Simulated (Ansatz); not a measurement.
BeTe2⁻. Charge -1, multiplicity 2. Geometry relaxed at PBE-D4/def2-TZVPD.

```xyz
3

Be    0.0001    0.0008   -0.0009
Te   -2.1650   -0.3049   -0.3806
Te    2.1649    0.3041    0.3815
```

In the def2 sets Te takes a core potential; there is no spin–orbit coupling. The relaxation made no stability test and no search for a lower SCF solution. The structure comes from a short search, and lower isomers may exist.

Problem. Estimate the harmonic wavenumbers at UKS PBE-D4/def2-TZVPD (Ansatz, unscaled). Is this a minimum?

Solution. 147, 152, 184, 745 cm⁻¹. Yes, no mode is imaginary beyond noise. Zero-point energy 7.3 kJ/mol. Hardware: 4 threads of Arm Neoverse V2 on a shared host. Wall time 40 s.
